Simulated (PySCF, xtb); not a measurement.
H₂O₃Si, SMILES O=[Si](O)O. Other conformers were not sampled.

Harmonic wavenumbers (cm⁻¹) from GFN2-xTB (xtb) at its own minimum, in rising order: 269, 278, 318, 330, 396, 787, 840, 874, 989, 1438, 3673, 3675.

Q: What does PySCF with PBE-D3(BJ)/def2-SVP give at its own minimum? (Estimate from the structure and the level; the computed values follow.)

A: 291, 311, 337, 381, 459, 784, 806, 881, 981, 1241, 3749, 3751. Paired by order, the mean absolute difference is 49 cm⁻¹ and the zero-point energies are 19.8 and 20.0 kcal/mol.
